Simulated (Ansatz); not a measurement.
An input meant for the cluster Li6H7⁺ (charge 1, singlet).

```yaml
crystal:
  periodic: [false, false, false]
  atoms:
    - {symbol: Li, position_ang: [-1.269539, 0.178614, -1.246916]}
    - {symbol: Li, position_ang: [1.202280, -0.323265, -2.024729]}
    - {symbol: Li, position_ang: [2.261745, 0.000008, 1.405882]}
    - {symbol: Li, position_ang: [0.323667, -1.198702, 0.227056]}
    - {symbol: Li, position_ang: [0.827634, 1.573750, -0.013532]}
    - {symbol: Li, position_ang: [-0.029076, 0.475260, 2.128891]}
    - {symbol: H, position_ang: [-0.234984, -1.264407, -1.517656]}
    - {symbol: H, position_ang: [-3.214787, -0.431107, -1.105958]}
    - {symbol: H, position_ang: [-0.722365, 0.467196, 0.444599]}
    - {symbol: H, position_ang: [1.860133, -0.065567, -0.367796]}
    - {symbol: H, position_ang: [-3.285193, 0.116282, -1.617915]}
    - {symbol: H, position_ang: [0.907779, -1.067130, 1.961945]}
    - {symbol: H, position_ang: [1.372695, 1.539079, 1.726129]}
basis:
  gaussian: {orbitals: cc-pVTZ-PP}
total_charge: 1
hamiltonian: {xc: {name: PBE0}, dispersion: d3bj}
scf: {omitted_lower_state_checks: [starts]}
output: {forces: true}
```

```sh
$ ansatz run in.yaml --threads 2 --pin off --events-out ev --progress --plain --max-ram 4352MiB
```

Shortened log:

```
Functional definition: PBE0
Error: [file] the basis set cc-pVTZ-PP has no functions for Li
```

Task: Something in this input is off. What?

Result: The basis set is misnamed or doesn't suit the job. The input was rejected before any iteration.
